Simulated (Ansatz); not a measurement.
Basis sets compared for `CCCCCCCCCC[S][Au]`. Total charge 0; singlet. Geometry PBE-D4/def2-SVP. Ansatz on 4 threads of Arm Neoverse V2 on a shared host; times are rough, and most runs start from earlier orbitals.

```
atom   x (Å)   y (Å)   z (Å)
  C1   3.149  -1.858  -4.434
  C2   2.121  -1.970  -3.306
  C3   1.793  -0.629  -2.641
  C4   0.764  -0.732  -1.511
  C5   0.434   0.608  -0.845
  C6  -0.591   0.495   0.288
  C7  -0.903   1.831   0.974
  C8  -1.985   1.756   2.061
  C9  -1.611   0.872   3.256
 C10  -2.700   0.815   4.326
 S11  -2.305  -0.186   5.810
Au12  -1.949  -2.260   4.947
 H13   3.365  -2.843  -4.895
 H14   2.790  -1.183  -5.241
 H15   4.110  -1.443  -4.064
 H16   1.182  -2.422  -3.698
 H17   2.491  -2.679  -2.532
 H18   2.730  -0.176  -2.244
 H19   1.422   0.084  -3.413
 H20  -0.173  -1.186  -1.907
 H21   1.136  -1.443  -0.739
 H22   0.059   1.321  -1.615
 H23   1.370   1.062  -0.449
 H24  -0.217  -0.237   1.036
 H25  -1.536   0.059  -0.112
 H26  -1.219   2.567   0.201
 H27   0.034   2.243   1.416
 H28  -2.932   1.381   1.609
 H29  -2.209   2.785   2.421
 H30  -1.415  -0.170   2.917
 H31  -0.662   1.225   3.716
 H32  -2.870   1.824   4.769
 H33  -3.671   0.490   3.898
```

In the def2 sets Au takes a core potential; there is no spin–orbit coupling.

Binding counts from free atoms (C triplet, S triplet, Au doublet, H doublet) in the same basis, without a counterpoise term.

```csv
level,functions,energy (Eh),HOMO (eV),LUMO (eV),binding per atom (eV),wall time
PBE-D4/def2-SVP,295,-926.5890,-5.11,-3.66,4.18,5.5 s
PBE0-D4/def2-SVP,295,-926.6542,-6.22,-2.85,4.13,12 s
```

Task: Estimate the rows for PBE-D4/def2-TZVP (with forces), PBE0-D4/def2-TZVP (with forces).

Result: 
```csv
level,functions,energy (Eh),HOMO (eV),LUMO (eV),binding per atom (eV),wall time
PBE-D4/def2-TZVP (with forces),513,-927.1537,-5.17,-3.76,4.14,16 s
PBE0-D4/def2-TZVP (with forces),513,-927.2070,-6.25,-2.93,4.09,45 s
```
